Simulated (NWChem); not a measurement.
System meant: diglyme (C₆H₁₄O₃); SMILES COCCOCCOC

Input file for NWChem:

```
start job
memory heap 200 mb stack 900 mb global 1100 mb
geometry units angstroms noautosym nocenter noautoz
  C     -0.215636     4.352501    -0.266308
  O      0.727288     3.389978     0.162032
  C      0.493833     2.082853    -0.335446
  C     -0.540222     1.322822     0.509068
  O     -0.811598     0.027694    -0.001005
  C      0.151844    -0.957801     0.330645
  C     -0.404675    -2.300712    -0.121506
  O      0.562586    -3.285647     0.176656
  C      0.154708    -4.583153    -0.195890
  H      0.112132     5.315814     0.133784
  H     -1.232348     4.150009     0.102844
  H     -0.253724     4.417840    -1.365448
  H      0.161963     2.106942    -1.385520
  H      1.460739     1.569628    -0.302066
  H     -1.497615     1.854441     0.498059
  H     -0.195131     1.273843     1.553469
  H      0.334832    -0.977332     1.416564
  H      1.116401    -0.780406    -0.167463
  H     -0.619491    -2.267290    -1.202541
  H     -1.355235    -2.503495     0.398828
  H     -0.031269    -4.657018    -1.279816
  H      0.964762    -5.266536     0.072509
  H     -0.762372    -4.890365     0.332760
end
basis spherical
  C library 6-31g*
  O library 6-31g*
  H library 6-31g*
end
dft
  xc m06-l
  iterations 150
end
property
  shielding
end
task dft property
```

End of the output:

```
 Vector   40  Occ=0.000000D+00  E= 9.126476D-02
              MO Center= -1.0D-01, -6.6D-01,  5.5D-02, r^2= 1.2D+01
   Bfn.  Coefficient  Atom+Function         Bfn.  Coefficient  Atom+Function
  ----- ------------  ---------------      ----- ------------  ---------------
    76      0.826648   6 C  s                48      0.726691   4 C  s
   144     -0.638143  18 H  s                 6      0.612097   1 C  s
    90      0.603847   7 C  s               118      0.588516   9 C  s
   146     -0.552444  19 H  s               148     -0.526188  20 H  s
   142     -0.510619  17 H  s               138     -0.504582  15 H  s

 center of mass
 --------------
 x =   0.02138953 y =   0.00635299 z =   0.04572437

 moments of inertia (a.u.)
 ------------------
        4171.654071045678           2.639631300374           5.213271018460
           2.639631300374         231.855914513691          19.147278424564
           5.213271018460          19.147278424564        4259.568888164938

     Multipole analysis of the density
     ---------------------------------

     L   x y z        total         alpha         beta         nuclear
     -   - - -        -----         -----         ----         -------
     0   0 0 0     -0.000000    -37.000000    -37.000000     74.000000

     1   1 0 0     -0.388622     -0.070500     -0.070500     -0.247622
     1   0 1 0     -0.105048      0.040701      0.040701     -0.186450
     1   0 0 1     -0.226944     -1.087442     -1.087442      1.947939

     2   2 0 0    -43.572325    -71.636990    -71.636990     99.701656
     2   1 1 0     -1.695016      3.028488      3.028488     -7.751992
     2   1 0 1     -0.769215      1.887517      1.887517     -4.544249
     2   0 2 0    -35.181794  -1187.239745  -1187.239745   2339.297695
     2   0 1 1     -0.275851      5.489632      5.489632    -11.255114
     2   0 0 2    -41.693172    -49.502568    -49.502568     57.311963

          -----------------------------------------
          Chemical Shielding Tensors (GIAO, in ppm)
          -----------------------------------------

 ------------------------------------------------------------------------
  xm06: d2 not coded                    0
 ------------------------------------------------------------------------
 ------------------------------------------------------------------------
  current input line :
    40: task dft property
 ------------------------------------------------------------------------
 ------------------------------------------------------------------------
 This error has not yet been assigned to a category
 ------------------------------------------------------------------------
 For more information see the NWChem manual at https://nwchemgit.github.io

0: xm06: d2 not coded:Received an Error in Communication
```

**Question.** What is wrong, and how is it mended?

**Answer.** The program stopped with an error. Cause: this functional's second derivatives, which shieldings need, aren't coded here; the fix takes a hybrid GGA instead. This input runs:
```
start job
memory heap 200 mb stack 900 mb global 1100 mb
geometry units angstroms noautosym nocenter noautoz
  C     -0.215636     4.352501    -0.266308
  O      0.727288     3.389978     0.162032
  C      0.493833     2.082853    -0.335446
  C     -0.540222     1.322822     0.509068
  O     -0.811598     0.027694    -0.001005
  C      0.151844    -0.957801     0.330645
  C     -0.404675    -2.300712    -0.121506
  O      0.562586    -3.285647     0.176656
  C      0.154708    -4.583153    -0.195890
  H      0.112132     5.315814     0.133784
  H     -1.232348     4.150009     0.102844
  H     -0.253724     4.417840    -1.365448
  H      0.161963     2.106942    -1.385520
  H      1.460739     1.569628    -0.302066
  H     -1.497615     1.854441     0.498059
  H     -0.195131     1.273843     1.553469
  H      0.334832    -0.977332     1.416564
  H      1.116401    -0.780406    -0.167463
  H     -0.619491    -2.267290    -1.202541
  H     -1.355235    -2.503495     0.398828
  H     -0.031269    -4.657018    -1.279816
  H      0.964762    -5.266536     0.072509
  H     -0.762372    -4.890365     0.332760
end
basis spherical
  * library 6-31g*
end
dft
  xc pbe0
  iterations 150
end
property
  shielding
end
task dft property
```
It converges to -462.14139 Ha (PBE0/6-31G* (spherical d), GIAO).
